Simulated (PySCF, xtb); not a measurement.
HOSi, SMILES O=[SiH] (connectivity only; charge and spin as stated), charge +1, multiplicity 1.

GFN2-xTB (xtb) at its own geometry gives an orbital gap of 5.79 eV.

Coordinates come from a PBE0-D3(BJ)/def2-TZVPD optimisation. The multiplicity is an assumed one; other spin states were not compared. The isomer is the one that the SMILES or the coordinates give; other isomers of the formula were not compared.

Problem. What does CAM-B3LYP/def2-TZVPD (PySCF) give? (An estimate is asked for; the answer gives what the named calculation found.)

Solution. gap 9.75 eV (levels -18.65 and -8.90 eV).
